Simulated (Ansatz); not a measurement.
Ansatz (a quantum-chemistry and plane-wave program) job for H3O3Y, SMILES [OH][Y]([OH])[OH], PBE-D3(BJ)/def2-SVP. 

Ansatz 0.2 input:
```yaml
crystal:
  periodic: [false, false, false]
  atoms:
    - {symbol: Y, position_ang: [-0.00000000, -0.00000000, -0.00000000]}
    - {symbol: O, position_ang: [2.02754431, -0.00000000, -0.00000000]}
    - {symbol: H, position_ang: [2.98277893, -0.00000001, 0.00000000]}
    - {symbol: O, position_ang: [-1.01377216, -1.75590488, -0.00000000]}
    - {symbol: H, position_ang: [-1.49138946, -2.58316232, 0.00000000]}
    - {symbol: O, position_ang: [-1.01377216, 1.75590488, 0.00000000]}
    - {symbol: H, position_ang: [-1.49138946, 2.58316233, -0.00000000]}
basis:
  gaussian:
    orbitals: def2-SVP
hamiltonian:
  xc: pbe
  dispersion: d3bj
relax: {f_tol: 0.002, max_steps: 200}
```

It prints:

```
WARN ansatz: RAYON_NUM_THREADS=1 ignored (pool sized by the plan → 1); use --threads N
Functional definition: PBE
integrals: 0.03 GiB planned
892 factors; their error is unknown
mean field: 0.20 GiB planned
mean field evaluation 1: about -7205.8416 eV, gradient 1.1e2 eV
mean field evaluation 2: about -6951.4934 eV, gradient 3.0e2 eV
mean field evaluation 4: about -7226.1727 eV, gradient 1.5e1 eV
mean field evaluation 8: about -7226.7327 eV, gradient 5.6e-2 eV
mean field evaluation 16: about -7226.7109 eV, gradient 4.7e-5 eV
mean field -7226.71087892 eV, -265.5767263597 hartree, gradient 4.7e-5 eV, S^2 0.000000; 0 other end points of the search recorded, 0 dependent functions left out
the calculation of the forces begins
reference -7226.71094978 eV, -265.5767289637 hartree; 19, 19 occupied and 69, 69 virtual orbitals, 892 factors
relax step   1: F+E_penalty+E_count = -7226.79804768 eV  Δ(F+E_penalty+E_count) = +0.000e0 eV  max|allowed force component| = 5.825e-1 eV/Å  Δτ_max = 0.0000 Å  (26 SCF iters, accepted)
these checks for a lower state are left out or cut short: starts, cluster_reference, orbital_swaps, neighbouring_geometries, increment
integrals: 0.03 GiB planned
892 factors; their error is unknown
mean field: 0.20 GiB planned
mean field -7226.72235658 eV, -265.5771481561 hartree, gradient 1.7e-5 eV, S^2 0.000000; 0 other end points of the search recorded, 0 dependent functions left out
the calculation of the forces begins
reference -7226.72242744 eV, -265.5771507602 hartree; 19, 19 occupied and 69, 69 virtual orbitals, 892 factors
relax step   2: F+E_penalty+E_count = -7226.80911942 eV  Δ(F+E_penalty+E_count) = -1.107e-2 eV  max|allowed force component| = 1.806e-1 eV/Å  Δτ_max = 0.0194 Å  (27 SCF iters, accepted)
these checks for a lower state are left out or cut short: starts, cluster_reference, orbital_swaps, neighbouring_geometries, increment
integrals: 0.03 GiB planned
892 factors; their error is unknown
mean field: 0.20 GiB planned
mean field evaluation 32: about -7226.7230 eV, gradient 1.7e-5 eV
mean field -7226.72296059 eV, -265.5771703529 hartree, gradient 1.7e-5 eV, S^2 0.000000; 0 other end points of the search recorded, 0 dependent functions left out
the calculation of the forces begins
reference -7226.72303143 eV, -265.5771729564 hartree; 19, 19 occupied and 69, 69 virtual orbitals, 892 factors
relax step   3: F+E_penalty+E_count = -7226.80977690 eV  Δ(F+E_penalty+E_count) = -6.575e-4 eV  max|allowed force component| = 5.107e-3 eV/Å  Δτ_max = 0.0027 Å  (27 SCF iters, accepted)
these checks for a lower state are left out or cut short: starts, cluster_reference, orbital_swaps, neighbouring_geometries, increment
integrals: 0.03 GiB planned
892 factors; their error is unknown
mean field: 0.20 GiB planned
mean field -7226.72296098 eV, -265.5771703671 hartree, gradient 2.8e-6 eV, S^2 0.000000; 0 other end points of the search recorded, 0 dependent functions left out
the calculation of the forces begins
reference -7226.72303182 eV, -265.5771729705 hartree; 19, 19 occupied and 69, 69 virtual orbitals, 892 factors
relax step   4: F+E_penalty+E_count = -7226.80977749 eV  Δ(F+E_penalty+E_count) = -5.901e-7 eV  max|allowed force component| = 3.595e-5 eV/Å  Δτ_max = 0.0001 Å  (18 SCF iters, accepted)
integrals: 0.03 GiB planned
892 factors; their error is unknown
mean field: 0.20 GiB planned
mean field -7226.72296098 eV, -265.5771703671 hartree, gradient 5.0e-6 eV, S^2 0.000000; 1 other end points of the search recorded, 0 dependent functions left out
the calculation of the forces begins
reference -7226.72303182 eV, -265.5771729705 hartree; 19, 19 occupied and 69, 69 virtual orbitals, 892 factors
Total energy: -7226.80984833 eV, -265.5803634185 hartree
Atom 0 at     0.000083    -0.000000     0.000000 Å, force    -0.000017     0.000000     0.000000 eV/Å
Atom 1 at     2.035860    -0.000000     0.000000 Å, force    -0.000002     0.000000    -0.000000 eV/Å
Atom 2 at     3.001813    -0.000000    -0.000000 Å, force     0.000033    -0.000000     0.000000 eV/Å
Atom 3 at    -1.017924    -1.762953     0.000000 Å, force     0.000008     0.000036     0.000000 eV/Å
Atom 4 at    -1.500955    -2.599461    -0.000000 Å, force    -0.000015    -0.000029    -0.000000 eV/Å
Atom 5 at    -1.017924     1.762953    -0.000000 Å, force     0.000008    -0.000036    -0.000000 eV/Å
Atom 6 at    -1.500955     2.599461    -0.000000 Å, force    -0.000015     0.000029     0.000000 eV/Å
Dipole moment:     0.000046    -0.000000    -0.000000 e Å
```

The run converged.
